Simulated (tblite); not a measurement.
Species: C5H13FSi.
Z-matrix (Å and degrees, GFN2-xTB geometry), rows numbered from 1:
```
C 
Si  1  1.8976
C   2  1.9119  1  107.41
C   3  1.5244  2  114.90  1   162.47
C   4  1.5229  3  112.73  2    61.21
C   4  1.5273  3  111.58  2  -172.88
F   4  1.4017  3  107.43  2   -56.28
H   1  1.0862  2  111.67  3    57.96
H   1  1.0863  2  111.54  3   -62.53
H   1  1.0850  2  110.68  3   177.74
H   2  1.4637  1  110.43  3   121.03
H   2  1.4734  1  109.01  3  -118.10
H   3  1.0904  2  110.39  1   -75.12
H   3  1.0922  2  108.80  1    41.66
H   5  1.0858  4  110.04  3    60.21
H   5  1.0862  4  109.93  3   -60.03
H   5  1.0878  4  109.99  3  -179.59
H   6  1.0878  4  110.13  3    57.91
H   6  1.0877  4  110.21  3   177.48
H   6  1.0864  4  109.97  3   -62.24
```

All values are computed: GFN2-xTB (tblite) harmonic vibrations without scaling, gas phase. The method is semi-empirical: single wavenumbers can be off by several per cent or more. Modes of hydrogen on silicon can be 10 to 20 % off. One conformer, not necessarily the lowest.

Harmonic wavenumbers (cm⁻¹): 41.2, 69.1, 122.6, 135.3, 164.6, 192.6, 210.9, 300.2, 318.2, 384.2, 431.6, 447.8, 491.1, 585.7, 682.1, 733.6, 755.6, 773.6, 788.8, 803.3, 829.2, 846.1, 907.4, 951.4, 978.7, 1003.9, 1084.0, 1159.2, 1219.8, 1257.5, 1292.3, 1374.1, 1393.6, 1407.0, 1460.5, 1475.1, 1482.4, 1486.3, 1487.6, 1494.4, 1499.8, 2178.5, 2266.8, 2972.1, 2991.0, 3033.1, 3036.9, 3038.0, 3038.7, 3040.8, 3048.1, 3053.0, 3054.9, 3057.5.

A = 3916, B = 1089, C = 1049 MHz; mass 120.077 u (most abundant isotopes); point group C1, symmetry number 1.

Problem. Zero-point energy?

Solution. Half the sum of the wavenumbers: 36166 cm⁻¹ = 432.64 kJ/mol.

Problem. What is S at 200 K and 1 bar for an ideal gas of classical rigid rotors and harmonic oscillators?

Solution. Translation 160.27, rotation 114.96, vibration 85.78: S = 361.0 J/(mol K).

Problem. And Cp and H(200 K) − H(0)?

Solution. Cp = 125.92 J/(mol K), of which vibrations give 92.67 (their classical limit is 54 R = 449.0); H(200 K) − H(0) = 16.04 kJ/mol without the zero-point energy, 9.39 from vibrations.

Problem. Blend soft modes into free rotors: weight 1/[1 + (100 cm⁻¹/ν̃)⁴] for the oscillator and the rest for a rotor with moment μB/(μ + B), μ = h/(8π²ν), B = 10⁻⁴⁴ kg m². What vibrational entropy results?

Solution. 79.81 J/(mol K) in place of 85.78, which changes −T·S at 200 K by +1.19 kJ/mol.

Problem. Which modes carry the vibrational entropy at 200 K?

Solution. 41.2 cm⁻¹: 18.46; 69.1 cm⁻¹: 14.21; 122.6 cm⁻¹: 9.62; 135.3 cm⁻¹: 8.86; 164.6 cm⁻¹: 7.38; 192.6 cm⁻¹: 6.24 J/(mol K); the other 48 give 21.02 together.

Hindered rotation and anharmonicity are outside this model. Other conformers, if any are populated, would add a mixing term that is left out. The structure is chiral; the term R ln 2 for an equal mix with its mirror image is left out.
